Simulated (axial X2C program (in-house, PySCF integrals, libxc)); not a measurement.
**FeF along the bond: PBE0, two-component**

Calculated with an in-house all-electron X2C program for linear molecules (integrals from PySCF). Two-component (2c) means X2C with spin–orbit coupling and atomic mean-field two-electron Coulomb and Gaunt terms. Basis: Fe dyall-cv3z [9s10p6d3f2g], F dyall-av3z [7s6p3d2f] (cores contracted in-house); Gaussian nuclei, density fitting, unrestricted open shells. Masses: Fe 55.935 u, F 18.998 u.

State: Ω = 9/2 (⟨Sz⟩ = 2.50, ⟨Lz⟩ = 2.00 at PBE0). Dipoles are positive if F is the positive end.

| R (Å) | μ (D) | HOMO (eV) | LUMO (eV) |
| --- | --- | --- | --- |
| 1.608 | -1.034 | -5.53 | -2.81 |
| 1.682 | -1.554 | -5.74 | -2.89 |
| 1.737 | -1.932 | -5.88 | -2.96 |
| 1.793 | -2.302 | -6.01 | -3.03 |
| 1.848 | -2.663 | -6.14 | -3.10 |
| 1.913 | -3.078 | -6.28 | -3.20 |
| 1.977 | -3.485 | -6.41 | -3.29 |
| 2.061 | -3.998 | -6.57 | -3.42 |
| 2.162 | -4.608 | -6.76 | -3.57 |
| 2.310 | -5.456 | -6.99 | -3.80 |

Q: The minimum lies at 1.777 Å. What is the dipole moment there, and its slope?

A: At PBE0, 2c, with the sign and origin stated: μ = -2.20 D, dμ/dR = -6.63 D/Å.

The state is a single determinant with fixed occupations, the lowest that a limited PBE0 search found. Density functionals use the spin component along the axis (collinear). PBE0 can misorder states that lie within some tenths of an eV, so this need not be the ground state of the molecule. The nearest other spin-free determinant of the search, M_S = 5/2, Λ = 1, lies 0.34 eV up at the distance of the search. Without a current term, density functionals place determinants with orbital angular momentum somewhat too high. With several unpaired electrons one determinant need not be a pure state. A state of lower Ω lies just above, and one determinant can place such states too high, so the state shown need not be the lowest. The search has Ω = 1/2 only 0.09 eV up.
